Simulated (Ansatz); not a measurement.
System: GeO, charge 1, doublet. GeO+ (parent SMILES [Ge]=[O], doublet).
B3LYP-D3(BJ)/def2-TZVP minimum from Ansatz (a program for electronic structure):
```xyz
2

Ge     0.0000     0.0000    -0.3569
O      0.0000     0.0000     1.4274
```
Charge +1, spin multiplicity 2.

Hartree-Fock and CCSD correlation energies in hartree (Ansatz). UHF or UKS for unpaired electrons; spin-orbit terms are left out. Correlated methods leave the cores frozen (noble-gas shells, and filled d and f shells in the p block). No relativity. The spin of GeO+ (parent SMILES [O]=[Ge], doublet) was assumed, and the state is the lowest solution found for it.

```csv
basis,X,E(HF),"E(corr, CCSD)"
cc-pVTZ,3,-2149.96595,-0.26985
cc-pVQZ,4,-2149.97531,-0.28714
cc-pV5Z,5,-2149.97714,withheld
```

Q: Fit E(corr) = E∞ + A/X³ to X = 3 and 4, predict X = 5, and compare with the run.

A: A = (-0.26985 - (-0.28714))/(1/27 - 1/64) = 0.8075; E∞ = -0.28714 - A/64 = -0.29976; at X = 5, E∞ + A/125 = -0.29330. The run gave -0.29359, 0.29 mEh below the prediction. The same form on X = 4 and 5 gives E∞ = -0.30036, 0.60 mEh below the first estimate.
